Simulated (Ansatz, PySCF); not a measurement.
Stretching the B1–H2 bond in BH5OSi (SMILES BO[SiH3]) (multiplicity 1 held, fragments rigid). Energies count from the point at 1.194 Å.
Geometry at that point (charge 0, multiplicity 1):
```xyz
8

B     -0.3553     0.1677     1.7461
H     -1.1220     0.7228     2.4744
H      0.5157    -0.5422     2.1656
O     -0.4893     0.3573     0.4177
Si     0.3307    -0.2012    -0.9148
H      0.8626     0.9682    -1.6432
H     -0.6298    -0.9343    -1.7642
H      1.4354    -1.0943    -0.4978
```

R- and RO- levels are restricted; in cc, def2 and unpolarised 6-31G sets they are followed outwards from rest. Unrestricted levels (U-) break spin symmetry where that is lower. Levels need not reach the same state.

Rows in 6-31G* carry no dispersion term and start afresh at each structure (6-31G* with six Cartesian d functions).

Run with Ansatz (Gaussian orbitals); PySCF for 6-31G* rows. Values without a source in brackets are computed.

**Question.** One of these levels gives 109.78 kcal/mol for the energy at R = 3.822 Å. Which one is it?
(A) R-r2SCAN/cc-pV(T+d)Z
(B) U-HF/6-31G*
(C) U-B3LYP/6-31G*

**Answer.** C, U-B3LYP/6-31G*. The others give 89.24 (U-HF/6-31G*), 133.39 (R-r2SCAN/cc-pV(T+d)Z)

Doubts at one or more of the structures used: a spin-contaminated determinant (U-HF/6-31G*, U-B3LYP/6-31G*); a restricted determinant that unrestricted orbitals would lower (R-r2SCAN/cc-pV(T+d)Z).

Ansatz is a program for electronic structure.
